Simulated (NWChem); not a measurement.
Molecule: bromine (Br₂); SMILES BrBr

Computed with NWChem. Pople sets run with spherical d functions. Structure relaxed at the PBE0/def2-SVP level. Static field.

Problem. Taking PBE/aug-cc-pVTZ as the yardstick, which of these has the fewest basis functions while keeping “isotropic polarisability (bohr³)” within 2 % of it: PBE/aug-cc-pVDZ; PBE/def2-SVP; PBE/def2-SVPD; PBE/def2-TZVPD; PBE/def2-TZVP; PBE/6-31G*?

Solution. PBE/def2-SVPD (a larger set in the list lies outside the tolerance).
```tsv
level	basis functions	isotropic polarisability (bohr³)	relative time (rough)
PBE/6-31G*	64	29.9	2
PBE/def2-SVP	64	29.5	1
PBE/aug-cc-pVDZ	72	43.0	10
PBE/def2-SVPD	82	45.8	2
PBE/def2-TZVP	96	37.3	3
PBE/def2-TZVPD	114	46.4	4
PBE/aug-cc-pVTZ	118	45.9	50
```

The yardstick is one finite set, not the basis-set limit.
